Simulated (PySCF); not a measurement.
Vertical excitations of a molecule C2H10GeSi from TDA-CAM-B3LYP/def2-SVPD run with PySCF, as energy in eV (oscillator strength): 7.12 (0.041), 7.30 (0.039), 7.35 (0.132), 7.91 (0.360), 8.12 (0.002), 8.27 (0.086), 8.41 (0.128), 8.53 (0.062), 8.53 (0.034), 8.59 (0.013). Lowest triplet (TDA): 6.47 eV. The structure is a stationary point at PBE0-D3(BJ)/def2-SVP. Other conformers were not sampled.

Task: Which structure fits?
A) [CH3][GeH]([CH3])[SiH3]
B) C[SiH2][CH2][GeH3]
C) C[SiH](C)[GeH3]
D) [SiH3]C[CH2][GeH3]

Result: C, C[SiH](C)[GeH3]
